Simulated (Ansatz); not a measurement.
Stretching the C2–H3 bond in CH4MgO (SMILES [CH3][Mg][OH]) (multiplicity 1 held, fragments rigid). Energies count from the point at 1.093 Å.
Geometry at that point (charge 0, multiplicity 1):
```xyz
7

Mg     0.01244    -0.08171     0.05864
C     -0.24275     1.59447    -1.14430
H     -1.02670     2.24897    -0.75495
H     -0.52404     1.31512    -2.16281
H      0.67567     2.18361    -1.20717
O      0.22953    -1.50763     1.08197
H      0.34606    -2.27299     1.63125
```

U- levels take the lowest unrestricted solution at each point, which mixes spins at long bonds. Active spaces are followed from a long bond inwards. Levels need not reach the same state.

Frozen-core correlation.

Programs: Ansatz (Gaussian orbitals). Each number belongs to the level named beside it.

Q: What is the computed energy at R = 3.497 Å (U-wB97X-V/def2-TZVPP)?

A: 471 kJ/mol

Q: Give the energy at R = 3.497 Å at the level U-HF/def2-TZVPP.

A: 358 kJ/mol

Q: Give the energy at R = 3.497 Å at the level FIC-MRCISD+Q on CASSCF(2,2)/def2-TZVPP.

A: 461 kJ/mol

Doubts at one or more of the structures used: a spin-contaminated determinant (U-HF/def2-TZVPP, U-wB97X-V/def2-TZVPP).

Ansatz is a program for electronic structure.
